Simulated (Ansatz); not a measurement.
This geometry of BrH + ClH3Sn (7 atoms, charge 0, multiplicity 1) is a first-order saddle point.

These are results of RKS PBE0/def2-SVP in Ansatz 0.2.0, not measurements.

```xyz
7
Properties=species:S:1:pos:R:3
Sn -0.218 0.000 -0.139
Cl 0.031 0.000 2.577
H 1.495 0.000 0.019
H -0.697 1.475 -0.851
H -0.697 -1.475 -0.851
Br -2.775 0.000 1.144
H -1.419 0.000 2.298
```

Task: Which two structures does it join? (They come from a converged band through this point; their orientation in space is the band's.)

Result: Bonds broken: Sn1–Cl2, Br6–H7. Bonds formed: Sn1–Br6, Cl2–H7. BrH + ClH3Sn becomes BrH3Sn + ClH.

Image 0:

```xyz
7
Properties=species:S:1:pos:R:3
Sn 0.279 0.000 -0.137
Cl 0.178 0.000 2.245
H 1.950 0.000 -0.481
H -0.505 1.430 -0.627
H -0.505 -1.430 -0.627
Br -3.505 0.000 1.642
H -2.173 0.000 2.182
```

Image 6:

```xyz
7
Properties=species:S:1:pos:R:3
Sn -0.445 0.000 -0.594
Cl 0.008 0.000 3.619
H 0.846 0.000 0.518
H -0.544 1.422 -1.531
H -0.544 -1.422 -1.531
Br -2.534 0.000 0.821
H -1.068 0.000 2.895
```

Task: How far does it lie above each of them?

Result: 79.6 kJ/mol above the first and 86.7 kJ/mol above the second. This is the barrier of this one path; another mechanism may lie lower. The orbitals stay closed-shell, which can raise the energy where a bond breaks towards radicals; this wasn't checked here.

Run time: 2.1 min on 2 threads of Arm Neoverse V1 (shared host), peak memory 0.23 GiB.
